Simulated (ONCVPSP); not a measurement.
**What one change does to a pseudopotential (lanthanum (La), ONCV)**

lanthanum, optimised norm-conserving Vanderbilt (ONCV), made with ONCVPSP 4.0.1 (PBE, scalar-relativistic). Core [Kr] 4d10, reference 5s2 5p6 5d1 6s2. Waves: 5s+6s: rc 2.75 bohr, ncon 5, nbas 9, qcut 5.8 1/bohr, 2 projectors; 5p: rc 1.95 bohr, ncon 4, nbas 7, qcut 3.9 1/bohr, 2 projectors, debl 3.9 Ha; 5d: rc 4.00 bohr, ncon 5, nbas 9, qcut 4.5 1/bohr, 1 projector; f scattering state at 0.44 Ha: rc 4.10 bohr, ncon 4, nbas 7, qcut 3.1 1/bohr, 1 projector. Local part: polynomial inside 1.30 bohr (lpopt 5, dvloc0 0 Ha). Core correction: Teter function, fcfact 5.5, rcfact 1.

In the f channel the program set the typed energies aside and used -0.160 Ha.

All-electron outer shells of the reference configuration (PBE, scalar-relativistic, ld1.x):

| shell | level (eV) | outermost node (bohr) | outermost maximum (bohr) |
| --- | --- | --- | --- |
| 5s | -38.92 | 0.77 | 1.41 |
| 5p | -22.40 | 0.83 | 1.58 |
| 6s | -3.68 | 1.86 | 3.84 |
| 5d | -3.09 | 0.95 | 2.21 |

Change: all radii but the core radius scaled by about 1.24 (s 3.42, p 2.42, d 4.98, f 5.10 bohr); local potential polynomial inside 1.62 bohr (lpopt 5, dvloc0 0 Ha).

Cutoffs: the cutoffs (Ha) at which the residual kinetic energy of the hardest occupied pseudo-wave falls to 1 and 0.1 mHa per electron; they do not see the model core or the augmentation charge, which bear on the density cutoff. Errors are all-electron minus pseudo energies relative to the spin-unpolarised reference configuration.

Question: How do hardness, ghosts and transferability respond?

Answer: The potential gets softer (29 Ha and 38 Ha → 7.8 Ha and 15 Ha); the bound ghost in s disappears; the lowest positive-energy flag moves from p at 135.5 eV to s at 33.0 eV; of the 4 tests that both files solve, the error grows in 4 and shrinks in 0 by more than 15 % and 0.3 meV (median size 8.9 → 39.3 meV). A larger radius leaves more room for a smooth pseudo-wave, so fewer plane waves are needed. More of the atom is replaced by a form fitted at one configuration, so other configurations suffer.

```tsv
quantity	base	changed
cutoff, loose	29 Ha	7.8 Ha
cutoff, tight	38 Ha	15 Ha
loose cutoff by channel	s 10 Ha, p 29 Ha, d 5.4 Ha	s 7.8 Ha, p 4.9 Ha, d 4.5 Ha
bound ghosts	s	none
GHOST(+) flags under 300 eV	p at 135.5 eV	s at 33.0 eV, p at 154.9 eV
error for 5s2 5p6 5d1 6s1, meV [ΔE 5.97 eV]	-1.4	-2.7
error for 5s2 5p6 5d1 6s0, meV [ΔE 16.85 eV]	-5.6	-17
error for 5s2 5p6 5d0 6s0, meV [ΔE 35.80 eV]	+12	+87
error for 5s2 5p5 5d1 6s2, meV [ΔE 26.97 eV]	-20	-61
rms error of d²Exc/dni dnj with the model core, mHa	1.17	0.87
```

Changed file: The cutoffs count occupied waves only; projector 2 of the p channel, the hardest unoccupied one, needs 25 Ha at the loose tolerance. A true bound ghost makes a file unfit for plane-wave use even where its test errors are small: the radial tests pick states by their node count and pass the ghost by.
